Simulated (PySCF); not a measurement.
## C₆ coefficients of unlike pairs at PBE

Calculated with PySCF 2.14 from the dipole response of each species, C₆(A,B) = (3/π) ∫ α_A(iu) α_B(iu) du, in atomic units, from isotropic polarisabilities. For ions this is the dispersion term alone; charge-induced terms of lower order in 1/R come first.

| species | configuration | basis | relativity | α (bohr³) | C₆ (like pair) |
| --- | --- | --- | --- | --- | --- |
| Li | [He] 2s1 (2S) | aug-cc-pCVTZ (7s6p4d2f) | none | 141.9 | 1126 |
| Sc³⁺ | [Ar] (1S) | aug-cc-pVTZ with one added diffuse shell each of s, p, d, f, g type (9s8p6d4f3g) | none | 2.145 | 5.494 |
| Lu | [Xe] 4f14 5d1 6s2 (2D) | x2c-TZVPPall with one added diffuse shell each of s, p, d type (12s8p8d2f2g) | spin-free X2C | 140.9 | 1457 |
| Ba | [Xe] 6s2 (1S) | aug-cc-pVDZ-X2C (8s7p5d) | spin-free X2C | 259.5 | 4992 |

(1) Estimate C₆ for Ba with Li.

No spin-orbit coupling is included.

The other pairs:

```
    pair     C₆
Sc³⁺, Li  33.56
  Lu, Li   1221
Lu, Sc³⁺  56.16
Ba, Sc³⁺  87.79
  Ba, Lu   2663
```

Answers

(1) The integral gives 2339. The combination rule 2 C_A C_B / (C_A α_B/α_A + C_B α_A/α_B) gives 2348 and the geometric mean 2371.
